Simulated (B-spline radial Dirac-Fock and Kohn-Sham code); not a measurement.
**Binding energies of Tm⁴⁹⁺**

System: Tm⁴⁹⁺, configuration [Ar] 3d2; nuclear rms radius 5.2256 fm (A = 169).

The computed values come from a radial finite-basis atomic code: relaxed Dirac-Fock hole states (ΔSCF) with Breit and QED corrections and a finite nucleus. The model has no electron correlation. Energies are counted from the vacuum level.

All terms are in eV, carry their sign (relaxation lowers the binding energy) and add up to the binding energy; ⟨r⟩ is the mean radius of the orbital in the initial state.

| subshell | −ε (Koopmans) | relaxation | Breit | self-energy | vacuum polarisation | binding energy | ⟨r⟩ (bohr) |
| --- | --- | --- | --- | --- | --- | --- | --- |
| K (1s) | 62923.4 | -37.31 | -183.85 | -115.06 | 20.25 | 62607.5 | 0.020 |
| L1 (2s) | 13287.5 | -9.95 | -20.54 | -16.32 | 2.68 | 13243.4 | 0.084 |
| L2 (2p1/2) | 12810.3 | -12.73 | -32.59 | 0.13 | 0.07 | 12765.1 | 0.070 |
| L3 (2p3/2) | 11813.2 | -11.07 | -20.13 | -1.12 | -0.10 | 11780.7 | 0.077 |
| M1 (3s) | 5029.1 | -1.34 | -4.60 | -4.21 | 0.67 | 5019.6 | 0.207 |
| M2 (3p1/2) | 4830.8 | -1.64 | -7.50 | -0.09 | 0.02 | 4821.6 | 0.196 |
| M3 (3p3/2) | 4584.7 | -1.39 | -4.53 | -0.36 | -0.03 | 4578.4 | 0.207 |
| M4,5 (3d) | 4301.6 | -1.93 | -2.37 | 0.16 | -0.03 | 4297.4 | 0.182 |

For the deepest level, K (1s), the Breit terms make up -0.294 % of the binding energy, QED -0.151 % and orbital relaxation -0.060 %.

Spin-orbit splittings: 2p 984.4 eV, 3p 243.2 eV.

Going to the tabulated ground configuration of the next ion removes an electron from M4,5 (3d), computed at 4297.4 eV. NIST lists 4335 ± 4 eV as the ionisation energy of this species (theoretical), +37.57 eV from the computed value. Where a p, d or f shell is open in either ion the computed value averages over both j values and all terms, while the table refers to the lowest levels; that difference holds spin-orbit splitting (largest in heavy or highly charged ions), term energies where several electrons share open shells, and correlation, and it can reach 10 % or more.
